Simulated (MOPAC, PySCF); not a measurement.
C4H5I, SMILES `C(I)(C=C)=C` (C–C–C–I torsion 0°), neutral singlet in the gas phase. 

Z-matrix (Å, degrees):
```
C
C 1 1.3426
H 2 1.0879 1 123.05
H 2 1.0936 3 117.81 1 179.99
C 1 1.4536 2 123.55 3 -180.00
C 5 1.3405 1 127.91 2 -180.00
H 6 1.0897 5 120.78 1 -179.99
H 6 1.0914 7 117.73 5 -180.00
H 5 1.0968 6 119.14 7 0.00
I 1 2.1234 2 118.32 3 0.00
```
Charge 0, multiplicity 1.

All levels are single points at this geometry (PBE-D3(BJ)/def2-TZVP); Pople sets use spherical d functions. Orbital energies aren't observables, and empty levels follow the basis.

SVWN5/6-31G* (LANL2DZ on I) in PySCF gives HOMO (eV) = -5.82.

**Question.** Estimate the HOMO (eV) from each of these levels: PBE-D3(BJ)/def2-TZVP in PySCF; B3LYP/6-311+G** (LANL2DZ on I) in PySCF; B3LYP/6-31G* (LANL2DZ on I) in PySCF; M06-2X/6-31G* (LANL2DZ on I) in PySCF; PBE/6-31G* (LANL2DZ on I) in PySCF; AM1 in MOPAC; PM3 in MOPAC; PM7 in MOPAC.

**Answer.** 
| level | HOMO (eV) |
|---|---|
| PBE-D3(BJ)/def2-TZVP in PySCF | -5.92 |
| B3LYP/6-311+G** (LANL2DZ on I) in PySCF | -6.72 |
| B3LYP/6-31G* (LANL2DZ on I) in PySCF | -6.47 |
| M06-2X/6-31G* (LANL2DZ on I) in PySCF | -7.75 |
| PBE/6-31G* (LANL2DZ on I) in PySCF | -5.69 |
| AM1 in MOPAC | -9.59 |
| PM3 in MOPAC | -9.20 |
| PM7 in MOPAC | -8.95 |
